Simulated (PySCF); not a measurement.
GaOF: breathing scan

Method: PySCF, PBE0, basis Ga def2-TZVP, O def2-TZVP, F def2-TZVP (no relativity, density fitting).

Rigid scan from the singlet minimum (Ga–F 1.711 Å, Ga–O 1.642 Å; F–Ga–O 180.0°). Coordinate: all bonds to the central atom scaled together. Energies in kJ/mol from the minimum.

(1) Predict the curve at 0.88, 0.92, 0.96, 1.00, 1.04, 1.08, 1.14, 1.22, 1.35.

## Answers

(1) 
```tsv
scale of all bonds to the centre	E (kJ/mol)	dipole size (D)
0.88	207.2	2.85
0.92	80.0	2.77
0.96	17.5	2.67
1.00	0.0	2.53
1.04	13.5	2.35
1.08	47.7	2.15
1.14	122.0	1.77
1.22	239.2	1.16
1.35	425.4	0.02
```

At long bonds a restricted determinant can lie too high, and another spin state can fall below this curve.

Other isomers or separated fragments may lie lower.
